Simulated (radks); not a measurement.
Coherent X-ray form factor from a spherical all-electron density. Method: Dirac Kohn-Sham, PW91, spin-unpolarised, spherical densities, point nucleus; computed with a radial shooting solver on a logarithmic mesh with Libxc functionals.

sin(theta)/lambda (1/angstrom),f0 (electrons)
0.05,31.640
0.1,30.635
0.15,29.172
0.2,27.472
0.25,25.719
0.3,24.026
0.4,20.964
0.5,18.292
0.6,15.911
0.8,11.988
1,9.282
1.25,7.304
1.5,6.227
2,4.926

The species is in the configuration that NIST lists as its ground one. Which atom or ion scatters so?

Answer. The bromine ion Br3+, [Ar] 3d10 4s2 4p2. Extrapolating in s^2 from the first two rows gives f0(0) = 32.0, near the electron count 32; among species with that count, the fall with angle is slower the higher Z, and the table is that of Z = 35; from so few rows the species is fixed only to a neighbour or two.
